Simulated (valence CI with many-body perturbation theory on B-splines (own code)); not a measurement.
# E1 line list for Ti16+

Method: valence CI with perturbative core correlation (CI+MBPT): four valence electrons over a frozen Dirac-Fock core [He], a basis of 11 s, 11 p, 10 d, 8 f, 5 g, 2 h functions for each j, with the one-electron correlation potential Σ1 (screened to all orders), the two-electron term Σ2, the three-electron term Σ3, Breit, model QED; selected single and double excitations, second order for the rest, scaled by the run's own slope (own B-spline code, finite nucleus).

No measured levels were compared; by estimate levels of excited configurations hold to 0.05 to 0.15 % of their energy, terms of the ground configuration to about 0.5 %. Among the levels kept, up to 850 cm⁻¹ of a level comes from second order outside the variational space, and about a tenth of that is noise between levels of different J, which matters for small intervals.

Lines 1 to 50 of 569 in falling wavelength, among levels below 58.997 Ry, chosen from the strongest by gf and those to the six lowest levels. Wavelengths and rates use the calculated energies, so an error of 400 cm⁻¹ moves a line at 92.00 nm by 0.37 % and its rate by three times that or more. Electric multipoles are in the length gauge with retardation, E1 and E2 with the static RPA response of the core. Weak lines are less certain than strong ones. Lines between different terms over intervals too small for the method are left out, as are lines whose strength nearly cancels. Where a level lies close to another of its J and parity, the split of strength between their lines is uncertain. The highest levels of a list are the least certain.

Names give the largest LS component (configuration and term), which can be under half, so a name can repeat, a term be missing and a line seem to break the LS rules; names also repeat where a configuration has a term twice. Letters in brackets count levels of one name in rising energy.

| λ vac (nm) | Upper | Lower | A (s⁻¹) | S (a.u.) |
| --- | --- | --- | --- | --- |
| 92.00 | 2p3.3p 3P_1 | 2p3.3s 3S°_1 | 2.75e+08 | 3.17e-01 |
| 89.58 | 2p3.3p 1P_1 | 2p3.3s 1D°_2 | 2.51e+08 | 2.67e-01 |
| 87.90 | 2p3.3p 3P_2 | 2p3.3s 3S°_1 | 2.88e+08 | 4.83e-01 |
| 84.57 | 2s.2p2.3p 1D°_2 [a] | 2s.2p2.3s 1D_2 | 2.55e+08 | 3.81e-01 |
| 81.07 | 2p3.3p 1F_3 | 2p3.3s 1D°_2 | 5.88e+08 | 1.08e+00 |
| 76.16 | 2p3.3p 3D_2 | 2p3.3s 3D°_2 | 5.29e+08 | 5.76e-01 |
| 75.52 | 2p3.3p 3D_3 | 2p3.3s 3D°_3 | 6.17e+08 | 9.18e-01 |
| 75.26 | 2s.2p2.3p 1F°_3 | 2s.2p2.3s 1D_2 | 5.73e+08 | 8.45e-01 |
| 74.44 | 2s.2p2.3d 5P_3 | 2s.2p2.3p 5S°_2 | 2.08e+08 | 2.97e-01 |
| 73.38 | 2s.2p2.3p 1P°_1 [b] | 2s.2p2.3s 1S_0 | 4.42e+08 | 2.58e-01 |
| 73.36 | 2s.2p2.3d 1F_3 [a] | 2s.2p2.3p 3P°_2 [b] | 1.60e+08 | 2.18e-01 |
| 73.25 | 2s.2p2.3p 3D°_3 [a] | 2s.2p2.3s 3P_2 [a] | 5.93e+08 | 8.06e-01 |
| 72.98 | 2s2.2p.3p 3D_1 | 2s2.2p.3s 3P°_1 | 4.34e+08 | 2.50e-01 |
| 72.14 | 2s.2p2.3p 3D°_2 [a] | 2s.2p2.3s 3P_1 [a] | 5.93e+08 | 5.49e-01 |
| 71.12 | 2s.2p2.3p 3D°_1 [a] | 2s.2p2.3s 3P_0 [a] | 3.98e+08 | 2.12e-01 |
| 71.01 | 2s2.2p.3p 3P_1 | 2s2.2p.3s 1P°_1 | 4.94e+08 | 2.62e-01 |
| 70.31 | 2s.2p2.3d 5P_2 | 2s.2p2.3p 5S°_2 | 3.43e+08 | 2.94e-01 |
| 69.08 | 2p3.3p 5P_1 | 2p3.3s 5S°_2 | 9.79e+08 | 4.78e-01 |
| 68.85 | 2s.2p2.3d 3F_4 [b] | 2s.2p2.3p 3D°_3 [b] | 3.79e+08 | 5.50e-01 |
| 68.84 | 2p3.3p 3F_2 | 2p3.3s 3D°_1 | 9.99e+08 | 8.04e-01 |
| 68.64 | 2s.2p2.3p 1P°_1 [a] | 2s.2p2.3s 1D_2 | 5.68e+08 | 2.72e-01 |
| 68.09 | 2s.2p2.3p 5D°_2 | 2s.2p2.3s 5P_2 | 3.22e+08 | 2.51e-01 |
| 67.69 | 2s.2p2.3p 3P°_1 [a] | 2s.2p2.3s 3P_2 [a] | 5.35e+08 | 2.46e-01 |
| 67.57 | 2p3.3p 5P_2 | 2p3.3s 5S°_2 | 1.03e+09 | 7.81e-01 |
| 66.97 | 2p3.3d 5D°_3 | 2p3.3p 5P_3 | 3.14e+08 | 3.26e-01 |
| 66.87 | 2s.2p2.3d 5F_5 | 2s.2p2.3p 5D°_4 | 8.48e+08 | 1.38e+00 |
| 66.62 | 2s.2p2.3p 5P°_2 | 2s.2p2.3s 5P_3 | 3.06e+08 | 2.23e-01 |
| 66.53 | 2s.2p2.3d 3F_3 [b] | 2s.2p2.3p 3D°_2 [b] | 4.63e+08 | 4.71e-01 |
| 66.39 | 2p3.3d 5D°_4 | 2p3.3p 5P_3 | 9.81e+08 | 1.28e+00 |
| 66.15 | 2s.2p2.3p 3F°_2 | 2s.2p2.3s 3D_1 | 5.45e+08 | 3.89e-01 |
| 65.97 | 2p3.3p 3F_4 | 2p3.3s 3D°_3 | 1.30e+09 | 1.66e+00 |
| 65.53 | 2s.2p2.3p 5D°_1 | 2s.2p2.3s 5P_1 | 7.57e+08 | 3.15e-01 |
| 65.52 | 2p3.3p 3F_3 | 2p3.3s 3D°_2 | 1.14e+09 | 1.11e+00 |
| 65.42 | 2s.2p2.3p 3P°_2 [a] | 2s.2p2.3s 3P_2 [a] | 8.36e+08 | 5.77e-01 |
| 65.18 | 2s.2p2.3d 5F_4 | 2s.2p2.3p 5D°_3 | 8.87e+08 | 1.09e+00 |
| 64.52 | 2s.2p2.3d 3D_3 [b] | 2s.2p2.3p 3D°_3 [b] | 3.21e+08 | 2.98e-01 |
| 64.50 | 2s.2p2.3d 3F_4 [b] | 2s.2p2.3p 1F°_3 | 1.72e+08 | 2.05e-01 |
| 64.40 | 2s.2p2.3p 3D°_3 [c] | 2s.2p2.3s 3P_2 [b] | 9.27e+08 | 8.55e-01 |
| 64.30 | 2s.2p2.3d 3F_2 [b] | 2s.2p2.3p 3D°_1 [b] | 4.47e+08 | 2.93e-01 |
| 63.68 | 2p3.3p 5P_3 | 2p3.3s 5S°_2 | 1.30e+09 | 1.16e+00 |
| 63.63 | 2s.2p2.3d 3F_4 [c] | 2s.2p2.3p 3D°_3 [c] | 8.50e+08 | 9.72e-01 |
| 63.51 | 2s.2p2.3d 3G_5 | 2s.2p2.3p 3F°_4 | 1.04e+09 | 1.44e+00 |
| 63.37 | 2s.2p2.3d 5F_3 | 2s.2p2.3p 5D°_2 | 8.75e+08 | 7.69e-01 |
| 63.34 | 2s.2p2.3d 3P_2 [b] | 2s.2p2.3p 3P°_2 [b] | 4.12e+08 | 2.58e-01 |
| 63.23 | 2p3.3d 5D°_2 | 2p3.3p 5P_2 | 6.33e+08 | 3.95e-01 |
| 63.18 | 2s.2p2.3d 3D_3 [c] | 2s.2p2.3p 3D°_2 [c] | 9.32e+08 | 8.12e-01 |
| 63.15 | 2p3.3d 5D°_3 | 2p3.3p 5P_2 | 7.54e+08 | 6.56e-01 |
| 63.05 | 2s.2p2.3d 3D_3 [d] | 2s.2p2.3p 3P°_2 [c] | 9.06e+08 | 7.85e-01 |
| 62.97 | 2s.2p2.3d 5D_2 | 2s.2p2.3p 5P°_2 | 4.41e+08 | 2.71e-01 |
| 62.61 | 2s.2p2.3d 3D_2 [b] | 2s.2p2.3p 3D°_2 [b] | 3.27e+08 | 1.98e-01 |
